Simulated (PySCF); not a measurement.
C2H10FNSi2. Atoms are numbered in the order given.

```xyz
16

F     -2.7071     1.0232     0.9966
C     -2.5363    -0.2312     0.4113
Si    -1.2044    -0.1169    -0.9469
N      0.3558     0.3656    -0.3717
C      1.1786    -0.4141     0.5482
Si     3.0238    -0.2385     0.1244
H     -3.5053    -0.5711    -0.0017
H     -2.2497    -0.9540     1.1984
H     -1.6331     0.9039    -1.9414
H     -1.1160    -1.4800    -1.5560
H      0.5839     1.3548    -0.3969
H      1.0027    -0.1636     1.6148
H      0.9187    -1.4834     0.4491
H      3.8747    -0.9201     1.1462
H      3.3724     1.2141     0.0978
H      3.2996    -0.8213    -1.2195
```

Geometry: B3LYP-D3(BJ)/def2-SVP. The structure was generated by enumeration, and PubChem lists no compound with its InChIKey, so it may never have been made. One conformer was computed; it need not be the lowest.

All values below come from SMD-B3LYP/6-31G* in PySCF.

Solvation free energies are E(SMD) − E(gas) at the gas-phase geometry, for 1 M in both phases. In vacuum the dipole moment is 1.08 D.

| solvent | ΔG(solv) (kcal/mol) | its non-electrostatic (CDS) part | dipole (D) |
|---|---|---|---|
| water | 0.8 | 5.5 | 1.44 |
| ethanol | [?] | [?] | [?] |
| chloroform | -3.7 | -0.4 | 1.31 |

Task: What belongs in the gaps? (Estimate from the structure and the level; the computed values follow.)

Result: 
- ethanol, ΔG(solv) (kcal/mol): -4.3
- ethanol, its non-electrostatic (CDS) part: 0.3
- ethanol, dipole (D): 1.42
